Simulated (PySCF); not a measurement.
Simulation results for AlBH$_{4}$

Computed with PySCF 2.14.0. Calculation on a computer-drawn molecule: vertical ionisation energy to the stated ion spin, frozen-core CCSD(T) at the basis limit and cheaper methods, single-reference cases, UHF for radicals, no spin-orbit; all values are single points at the evaluated structure, the first of each entry, which is the reference or a displaced copy of it and isn't optimised; the reference structure only sets the zero of the energies above reference; triples share is (T) over the correlation energy.

Common to all runs: charge 0; multiplicity 1; ion multiplicity 2; diffuse functions no; basis cc-pV(n+d)Z; reference is the Hartree-Fock double-zeta minimum; best is HF at quadruple zeta + MP2 correlation extrapolated from triple and quadruple zeta + CCSD(T) minus MP2 at triple zeta; basis step is the size of the change from the same recipe one zeta lower.

(1) 
```xyz
6
formula=AlBH4 ionisation_energy_best=10.1 ionisation_energy_basis_step=0.02493 energy_above_reference_best=10.7 energy_above_reference_basis_step=0.1577 ionisation_energy_Koopmans_at_triple_zeta=10.37 ionisation_energy_EOM_CCSD_at_triple_zeta=10.09 total_energy_HF_triple_zeta=-268.8679 total_energy_CCSD(T)_triple_zeta=-269.0965 total_energy_best=-269.1217 T1_diagnostic_at_triple_zeta=0.01125 D1_diagnostic_at_triple_zeta=0.02063 ion_T1_diagnostic_at_triple_zeta=0.02219 ion_D1_diagnostic_at_triple_zeta=0.06706 ion_spin_squared_at_triple_zeta=0.7706 triples_share_at_triple_zeta=0.02501 basis_functions_triple_zeta=125 dipole_magnitude_HF_at_triple_zeta=0.575 dipole_magnitude_CCSD_unrelaxed_at_triple_zeta=0.4769 dipole_magnitude_PBE_at_triple_zeta=0.3846 dipole_magnitude_r2SCAN_at_triple_zeta=0.423 dipole_magnitude_B3LYP_at_triple_zeta=0.4537 dipole_magnitude_wB97X_at_triple_zeta=0.4793
B      0.2715     1.8346     1.6829
Al     0.1917     2.3871    -0.3303
H     -0.8167     1.1118     2.0963
H      1.0450     1.6540     2.5104
H      0.5173     1.3925    -1.5971
H     -0.3959     3.8050    -0.5264
```

Units: ionisation_energy_best, ionisation_energy_basis_step, ionisation_energy_Koopmans_at_triple_zeta, ionisation_energy_EOM_CCSD_at_triple_zeta in eV; energy_above_reference_best, energy_above_reference_basis_step in kcal/mol; total_energy_HF_triple_zeta, total_energy_CCSD(T)_triple_zeta, total_energy_best in hartree; dipole_magnitude_HF_at_triple_zeta, dipole_magnitude_CCSD_unrelaxed_at_triple_zeta, dipole_magnitude_PBE_at_triple_zeta, dipole_magnitude_r2SCAN_at_triple_zeta, dipole_magnitude_B3LYP_at_triple_zeta, dipole_magnitude_wB97X_at_triple_zeta in debye.

Reference structure:
```xyz
6
AlBH4
B      0.1652     1.6823     1.6614
Al     0.1286     2.4493    -0.3451
H     -0.7665     1.0948     2.1502
H      1.1190     1.8054     2.3875
H      0.6164     1.5641    -1.5695
H     -0.3870     3.9194    -0.6508
```

Drawn bonds:
```tsv
atom	other atom	order
1	2	1
1	3	1
1	4	1
2	5	1
2	6	1
```

Triple zeta:
```tsv
method	ionisation energy (eV)	energy above reference (kcal/mol)
HF	9.177	12.18
PBE	9.65	9.722
r2SCAN	9.713	10.17
B3LYP	9.864	10.62
wB97X	9.972	10.84
MP2	9.994	11.38
CCSD	9.99	10.96
CCSD(T)	10.01	10.79
```

(2) 
```xyz
6
formula=AlBH4 ionisation_energy_best=10.23 ionisation_energy_basis_step=0.02508 energy_above_reference_best=12.44 energy_above_reference_basis_step=0.2818 ionisation_energy_Koopmans_at_triple_zeta=10.53 ionisation_energy_EOM_CCSD_at_triple_zeta=10.22 total_energy_HF_triple_zeta=-268.8639 total_energy_CCSD(T)_triple_zeta=-269.0934 total_energy_best=-269.1189 T1_diagnostic_at_triple_zeta=0.01181 D1_diagnostic_at_triple_zeta=0.02287 ion_T1_diagnostic_at_triple_zeta=0.02406 ion_D1_diagnostic_at_triple_zeta=0.07202 ion_spin_squared_at_triple_zeta=0.7737 triples_share_at_triple_zeta=0.02514 basis_functions_triple_zeta=125 dipole_magnitude_HF_at_triple_zeta=0.6096 dipole_magnitude_CCSD_unrelaxed_at_triple_zeta=0.5004 dipole_magnitude_PBE_at_triple_zeta=0.3925 dipole_magnitude_r2SCAN_at_triple_zeta=0.4391 dipole_magnitude_B3LYP_at_triple_zeta=0.4736 dipole_magnitude_wB97X_at_triple_zeta=0.5228
B      0.2715     1.8346     1.6829
Al     0.1953     2.3620    -0.2388
H     -0.8167     1.1118     2.0963
H      1.0450     1.6540     2.5104
H      0.5209     1.3674    -1.5056
H     -0.3923     3.7799    -0.4349
```

Units: ionisation_energy_best, ionisation_energy_basis_step, ionisation_energy_Koopmans_at_triple_zeta, ionisation_energy_EOM_CCSD_at_triple_zeta in eV; energy_above_reference_best, energy_above_reference_basis_step in kcal/mol; total_energy_HF_triple_zeta, total_energy_CCSD(T)_triple_zeta, total_energy_best in hartree; dipole_magnitude_HF_at_triple_zeta, dipole_magnitude_CCSD_unrelaxed_at_triple_zeta, dipole_magnitude_PBE_at_triple_zeta, dipole_magnitude_r2SCAN_at_triple_zeta, dipole_magnitude_B3LYP_at_triple_zeta, dipole_magnitude_wB97X_at_triple_zeta in debye.

Reference structure:
```xyz
6
AlBH4
B      0.1652     1.6823     1.6614
Al     0.1286     2.4493    -0.3451
H     -0.7665     1.0948     2.1502
H      1.1190     1.8054     2.3875
H      0.6164     1.5641    -1.5695
H     -0.3870     3.9194    -0.6508
```

Drawn bonds:
```tsv
atom	other atom	order
1	2	1
1	3	1
1	4	1
2	5	1
2	6	1
```

Triple zeta:
```tsv
method	ionisation energy (eV)	energy above reference (kcal/mol)
HF	9.334	14.69
PBE	9.741	11.13
r2SCAN	9.816	11.51
B3LYP	9.97	12.09
wB97X	10.1	12.47
MP2	10.13	13.38
CCSD	10.12	12.9
CCSD(T)	10.14	12.7
```

(3) 
```xyz
6
formula=AlBH4 ionisation_energy_best=10.22 ionisation_energy_basis_step=0.02507 energy_above_reference_best=12.15 energy_above_reference_basis_step=0.2699 ionisation_energy_Koopmans_at_triple_zeta=10.52 ionisation_energy_EOM_CCSD_at_triple_zeta=10.21 total_energy_HF_triple_zeta=-268.8645 total_energy_CCSD(T)_triple_zeta=-269.0939 total_energy_best=-269.1194 T1_diagnostic_at_triple_zeta=0.01175 D1_diagnostic_at_triple_zeta=0.02263 ion_T1_diagnostic_at_triple_zeta=0.02387 ion_D1_diagnostic_at_triple_zeta=0.07155 ion_spin_squared_at_triple_zeta=0.7733 triples_share_at_triple_zeta=0.02512 basis_functions_triple_zeta=125 dipole_magnitude_HF_at_triple_zeta=0.6053 dipole_magnitude_CCSD_unrelaxed_at_triple_zeta=0.4971 dipole_magnitude_PBE_at_triple_zeta=0.3915 dipole_magnitude_r2SCAN_at_triple_zeta=0.4372 dipole_magnitude_B3LYP_at_triple_zeta=0.4712 dipole_magnitude_wB97X_at_triple_zeta=0.5178
B      0.2715     1.8346     1.6829
Al     0.1950     2.3644    -0.2474
H     -0.8167     1.1118     2.0963
H      1.0450     1.6540     2.5104
H      0.5206     1.3698    -1.5142
H     -0.3926     3.7823    -0.4435
```

Units: ionisation_energy_best, ionisation_energy_basis_step, ionisation_energy_Koopmans_at_triple_zeta, ionisation_energy_EOM_CCSD_at_triple_zeta in eV; energy_above_reference_best, energy_above_reference_basis_step in kcal/mol; total_energy_HF_triple_zeta, total_energy_CCSD(T)_triple_zeta, total_energy_best in hartree; dipole_magnitude_HF_at_triple_zeta, dipole_magnitude_CCSD_unrelaxed_at_triple_zeta, dipole_magnitude_PBE_at_triple_zeta, dipole_magnitude_r2SCAN_at_triple_zeta, dipole_magnitude_B3LYP_at_triple_zeta, dipole_magnitude_wB97X_at_triple_zeta in debye.

Reference structure:
```xyz
6
AlBH4
B      0.1652     1.6823     1.6614
Al     0.1286     2.4493    -0.3451
H     -0.7665     1.0948     2.1502
H      1.1190     1.8054     2.3875
H      0.6164     1.5641    -1.5695
H     -0.3870     3.9194    -0.6508
```

Drawn bonds:
```tsv
atom	other atom	order
1	2	1
1	3	1
1	4	1
2	5	1
2	6	1
```

Triple zeta:
```tsv
method	ionisation energy (eV)	energy above reference (kcal/mol)
HF	9.32	14.31
PBE	9.733	10.88
r2SCAN	9.807	11.26
B3LYP	9.961	11.83
wB97X	10.09	12.19
MP2	10.12	13.06
CCSD	10.11	12.59
CCSD(T)	10.13	12.39
```

(4) 
```xyz
6
formula=AlBH4 ionisation_energy_best=9.676 ionisation_energy_basis_step=0.0235 energy_above_reference_best=16.38 energy_above_reference_basis_step=0.1337 ionisation_energy_Koopmans_at_triple_zeta=9.835 ionisation_energy_EOM_CCSD_at_triple_zeta=9.662 total_energy_HF_triple_zeta=-268.8605 total_energy_CCSD(T)_triple_zeta=-269.0881 total_energy_best=-269.1127 T1_diagnostic_at_triple_zeta=0.01035 D1_diagnostic_at_triple_zeta=0.01792 ion_T1_diagnostic_at_triple_zeta=0.0184 ion_D1_diagnostic_at_triple_zeta=0.0568 ion_spin_squared_at_triple_zeta=0.7637 triples_share_at_triple_zeta=0.02527 basis_functions_triple_zeta=125 dipole_magnitude_HF_at_triple_zeta=0.619 dipole_magnitude_CCSD_unrelaxed_at_triple_zeta=0.5579 dipole_magnitude_PBE_at_triple_zeta=0.4433 dipole_magnitude_r2SCAN_at_triple_zeta=0.4767 dipole_magnitude_B3LYP_at_triple_zeta=0.5136 dipole_magnitude_wB97X_at_triple_zeta=0.5109
B      0.2715     1.8346     1.6829
Al     0.1818     2.4559    -0.5808
H     -0.8167     1.1118     2.0963
H      1.0450     1.6540     2.5104
H      0.5074     1.4613    -1.8476
H     -0.4058     3.8738    -0.7769
```

Units: ionisation_energy_best, ionisation_energy_basis_step, ionisation_energy_Koopmans_at_triple_zeta, ionisation_energy_EOM_CCSD_at_triple_zeta in eV; energy_above_reference_best, energy_above_reference_basis_step in kcal/mol; total_energy_HF_triple_zeta, total_energy_CCSD(T)_triple_zeta, total_energy_best in hartree; dipole_magnitude_HF_at_triple_zeta, dipole_magnitude_CCSD_unrelaxed_at_triple_zeta, dipole_magnitude_PBE_at_triple_zeta, dipole_magnitude_r2SCAN_at_triple_zeta, dipole_magnitude_B3LYP_at_triple_zeta, dipole_magnitude_wB97X_at_triple_zeta in debye.

Reference structure:
```xyz
6
AlBH4
B      0.1652     1.6823     1.6614
Al     0.1286     2.4493    -0.3451
H     -0.7665     1.0948     2.1502
H      1.1190     1.8054     2.3875
H      0.6164     1.5641    -1.5695
H     -0.3870     3.9194    -0.6508
```

Drawn bonds:
```tsv
atom	other atom	order
1	2	1
1	3	1
1	4	1
2	5	1
2	6	1
```

Triple zeta:
```tsv
method	ionisation energy (eV)	energy above reference (kcal/mol)
HF	8.669	16.81
PBE	9.337	15.35
r2SCAN	9.363	16.32
B3LYP	9.501	16.39
wB97X	9.546	16.76
MP2	9.534	16.72
CCSD	9.548	16.27
CCSD(T)	9.587	16.08
```

(5) 
```xyz
6
formula=AlBH4 ionisation_energy_best=9.65 ionisation_energy_basis_step=0.02334 energy_above_reference_best=16.99 energy_above_reference_basis_step=0.1479 ionisation_energy_Koopmans_at_triple_zeta=9.802 ionisation_energy_EOM_CCSD_at_triple_zeta=9.635 total_energy_HF_triple_zeta=-268.8595 total_energy_CCSD(T)_triple_zeta=-269.0871 total_energy_best=-269.1117 T1_diagnostic_at_triple_zeta=0.01033 D1_diagnostic_at_triple_zeta=0.01785 ion_T1_diagnostic_at_triple_zeta=0.01824 ion_D1_diagnostic_at_triple_zeta=0.05634 ion_spin_squared_at_triple_zeta=0.7634 triples_share_at_triple_zeta=0.02531 basis_functions_triple_zeta=125 dipole_magnitude_HF_at_triple_zeta=0.6273 dipole_magnitude_CCSD_unrelaxed_at_triple_zeta=0.5681 dipole_magnitude_PBE_at_triple_zeta=0.4514 dipole_magnitude_r2SCAN_at_triple_zeta=0.4851 dipole_magnitude_B3LYP_at_triple_zeta=0.5225 dipole_magnitude_wB97X_at_triple_zeta=0.5198
B      0.2715     1.8346     1.6829
Al     0.1812     2.4598    -0.5953
H     -0.8167     1.1118     2.0963
H      1.0450     1.6540     2.5104
H      0.5068     1.4652    -1.8621
H     -0.4064     3.8777    -0.7914
```

Units: ionisation_energy_best, ionisation_energy_basis_step, ionisation_energy_Koopmans_at_triple_zeta, ionisation_energy_EOM_CCSD_at_triple_zeta in eV; energy_above_reference_best, energy_above_reference_basis_step in kcal/mol; total_energy_HF_triple_zeta, total_energy_CCSD(T)_triple_zeta, total_energy_best in hartree; dipole_magnitude_HF_at_triple_zeta, dipole_magnitude_CCSD_unrelaxed_at_triple_zeta, dipole_magnitude_PBE_at_triple_zeta, dipole_magnitude_r2SCAN_at_triple_zeta, dipole_magnitude_B3LYP_at_triple_zeta, dipole_magnitude_wB97X_at_triple_zeta in debye.

Reference structure:
```xyz
6
AlBH4
B      0.1652     1.6823     1.6614
Al     0.1286     2.4493    -0.3451
H     -0.7665     1.0948     2.1502
H      1.1190     1.8054     2.3875
H      0.6164     1.5641    -1.5695
H     -0.3870     3.9194    -0.6508
```

Drawn bonds:
```tsv
atom	other atom	order
1	2	1
1	3	1
1	4	1
2	5	1
2	6	1
```

Triple zeta:
```tsv
method	ionisation energy (eV)	energy above reference (kcal/mol)
HF	8.638	17.41
PBE	9.317	15.93
r2SCAN	9.34	16.94
B3LYP	9.478	16.99
wB97X	9.519	17.39
MP2	9.505	17.33
CCSD	9.521	16.87
CCSD(T)	9.561	16.68
```

(6) 
```xyz
6
formula=AlBH4 ionisation_energy_best=9.222 ionisation_energy_basis_step=0.01921 energy_above_reference_best=28.77 energy_above_reference_basis_step=0.3495 ionisation_energy_Koopmans_at_triple_zeta=9.262 ionisation_energy_EOM_CCSD_at_triple_zeta=9.208 total_energy_HF_triple_zeta=-268.8404 total_energy_CCSD(T)_triple_zeta=-269.0687 total_energy_best=-269.0929 T1_diagnostic_at_triple_zeta=0.0103 D1_diagnostic_at_triple_zeta=0.01746 ion_T1_diagnostic_at_triple_zeta=0.01616 ion_D1_diagnostic_at_triple_zeta=0.04969 ion_spin_squared_at_triple_zeta=0.7591 triples_share_at_triple_zeta=0.02626 basis_functions_triple_zeta=125 dipole_magnitude_HF_at_triple_zeta=0.8142 dipole_magnitude_CCSD_unrelaxed_at_triple_zeta=0.7662 dipole_magnitude_PBE_at_triple_zeta=0.6291 dipole_magnitude_r2SCAN_at_triple_zeta=0.671 dipole_magnitude_B3LYP_at_triple_zeta=0.7119 dipole_magnitude_wB97X_at_triple_zeta=0.7245
B      0.2715     1.8346     1.6829
Al     0.1720     2.5233    -0.8266
H     -0.8167     1.1118     2.0963
H      1.0450     1.6540     2.5104
H      0.4976     1.5287    -2.0934
H     -0.4156     3.9412    -1.0227
```

Units: ionisation_energy_best, ionisation_energy_basis_step, ionisation_energy_Koopmans_at_triple_zeta, ionisation_energy_EOM_CCSD_at_triple_zeta in eV; energy_above_reference_best, energy_above_reference_basis_step in kcal/mol; total_energy_HF_triple_zeta, total_energy_CCSD(T)_triple_zeta, total_energy_best in hartree; dipole_magnitude_HF_at_triple_zeta, dipole_magnitude_CCSD_unrelaxed_at_triple_zeta, dipole_magnitude_PBE_at_triple_zeta, dipole_magnitude_r2SCAN_at_triple_zeta, dipole_magnitude_B3LYP_at_triple_zeta, dipole_magnitude_wB97X_at_triple_zeta in debye.

Reference structure:
```xyz
6
AlBH4
B      0.1652     1.6823     1.6614
Al     0.1286     2.4493    -0.3451
H     -0.7665     1.0948     2.1502
H      1.1190     1.8054     2.3875
H      0.6164     1.5641    -1.5695
H     -0.3870     3.9194    -0.6508
```

Drawn bonds:
```tsv
atom	other atom	order
1	2	1
1	3	1
1	4	1
2	5	1
2	6	1
```

Triple zeta:
```tsv
method	ionisation energy (eV)	energy above reference (kcal/mol)
HF	8.134	29.39
PBE	8.976	26.98
r2SCAN	8.962	28.69
B3LYP	9.094	28.42
wB97X	9.082	29.64
MP2	9.045	29.27
CCSD	9.081	28.57
CCSD(T)	9.136	28.23
```

(7) 
```xyz
6
formula=AlBH4 ionisation_energy_best=9.904 ionisation_energy_basis_step=0.02471 energy_above_reference_best=0.6363 energy_above_reference_basis_step=0.09067 ionisation_energy_Koopmans_at_triple_zeta=10.11 ionisation_energy_EOM_CCSD_at_triple_zeta=9.884 total_energy_HF_triple_zeta=-268.8866 total_energy_CCSD(T)_triple_zeta=-269.1127 total_energy_best=-269.1378 T1_diagnostic_at_triple_zeta=0.009843 D1_diagnostic_at_triple_zeta=0.01873 ion_T1_diagnostic_at_triple_zeta=0.02007 ion_D1_diagnostic_at_triple_zeta=0.06466 ion_spin_squared_at_triple_zeta=0.7636 triples_share_at_triple_zeta=0.02387 basis_functions_triple_zeta=125 dipole_magnitude_HF_at_triple_zeta=0.4809 dipole_magnitude_CCSD_unrelaxed_at_triple_zeta=0.4016 dipole_magnitude_PBE_at_triple_zeta=0.3495 dipole_magnitude_r2SCAN_at_triple_zeta=0.3851 dipole_magnitude_B3LYP_at_triple_zeta=0.3996 dipole_magnitude_wB97X_at_triple_zeta=0.4621
B      0.1761     1.6708     1.6782
Al     0.1456     2.4759    -0.3380
H     -0.7568     1.1056     2.1483
H      1.1385     1.7954     2.3707
H      0.6037     1.5987    -1.5579
H     -0.3569     3.9009    -0.6632
```

Units: ionisation_energy_best, ionisation_energy_basis_step, ionisation_energy_Koopmans_at_triple_zeta, ionisation_energy_EOM_CCSD_at_triple_zeta in eV; energy_above_reference_best, energy_above_reference_basis_step in kcal/mol; total_energy_HF_triple_zeta, total_energy_CCSD(T)_triple_zeta, total_energy_best in hartree; dipole_magnitude_HF_at_triple_zeta, dipole_magnitude_CCSD_unrelaxed_at_triple_zeta, dipole_magnitude_PBE_at_triple_zeta, dipole_magnitude_r2SCAN_at_triple_zeta, dipole_magnitude_B3LYP_at_triple_zeta, dipole_magnitude_wB97X_at_triple_zeta in debye.

Reference structure:
```xyz
6
AlBH4
B      0.1652     1.6823     1.6614
Al     0.1286     2.4493    -0.3451
H     -0.7665     1.0948     2.1502
H      1.1190     1.8054     2.3875
H      0.6164     1.5641    -1.5695
H     -0.3870     3.9194    -0.6508
```

Drawn bonds:
```tsv
atom	other atom	order
1	2	1
1	3	1
1	4	1
2	5	1
2	6	1
```

Triple zeta:
```tsv
method	ionisation energy (eV)	energy above reference (kcal/mol)
HF	8.909	0.426
PBE	9.516	1.009
r2SCAN	9.564	0.7574
B3LYP	9.702	0.5721
wB97X	9.767	0.6197
MP2	9.77	0.453
CCSD	9.78	0.6016
CCSD(T)	9.811	0.6369
```

(8) 
```xyz
6
formula=AlBH4 ionisation_energy_best=9.984 ionisation_energy_basis_step=0.02532 energy_above_reference_best=1.88 energy_above_reference_basis_step=0.05751 ionisation_energy_Koopmans_at_triple_zeta=10.22 ionisation_energy_EOM_CCSD_at_triple_zeta=9.969 total_energy_HF_triple_zeta=-268.8838 total_energy_CCSD(T)_triple_zeta=-269.1107 total_energy_best=-269.1358 T1_diagnostic_at_triple_zeta=0.01047 D1_diagnostic_at_triple_zeta=0.02051 ion_T1_diagnostic_at_triple_zeta=0.02153 ion_D1_diagnostic_at_triple_zeta=0.06806 ion_spin_squared_at_triple_zeta=0.7665 triples_share_at_triple_zeta=0.0244 basis_functions_triple_zeta=125 dipole_magnitude_HF_at_triple_zeta=0.6249 dipole_magnitude_CCSD_unrelaxed_at_triple_zeta=0.5354 dipole_magnitude_PBE_at_triple_zeta=0.452 dipole_magnitude_r2SCAN_at_triple_zeta=0.4992 dipole_magnitude_B3LYP_at_triple_zeta=0.5235 dipole_magnitude_wB97X_at_triple_zeta=0.598
B      0.1650     1.7171     1.6895
Al     0.1090     2.4396    -0.3214
H     -0.7993     1.0309     2.1350
H      1.1710     1.7848     2.3558
H      0.5241     1.5850    -1.5854
H     -0.4155     3.9030    -0.6650
```

Units: ionisation_energy_best, ionisation_energy_basis_step, ionisation_energy_Koopmans_at_triple_zeta, ionisation_energy_EOM_CCSD_at_triple_zeta in eV; energy_above_reference_best, energy_above_reference_basis_step in kcal/mol; total_energy_HF_triple_zeta, total_energy_CCSD(T)_triple_zeta, total_energy_best in hartree; dipole_magnitude_HF_at_triple_zeta, dipole_magnitude_CCSD_unrelaxed_at_triple_zeta, dipole_magnitude_PBE_at_triple_zeta, dipole_magnitude_r2SCAN_at_triple_zeta, dipole_magnitude_B3LYP_at_triple_zeta, dipole_magnitude_wB97X_at_triple_zeta in debye.

Reference structure:
```xyz
6
AlBH4
B      0.1652     1.6823     1.6614
Al     0.1286     2.4493    -0.3451
H     -0.7665     1.0948     2.1502
H      1.1190     1.8054     2.3875
H      0.6164     1.5641    -1.5695
H     -0.3870     3.9194    -0.6508
```

Drawn bonds:
```tsv
atom	other atom	order
1	2	1
1	3	1
1	4	1
2	5	1
2	6	1
```

Triple zeta:
```tsv
method	ionisation energy (eV)	energy above reference (kcal/mol)
HF	9.027	2.167
PBE	9.563	1.501
r2SCAN	9.624	1.79
B3LYP	9.763	1.904
wB97X	9.85	1.851
MP2	9.864	2.059
CCSD	9.865	1.911
CCSD(T)	9.891	1.858
```
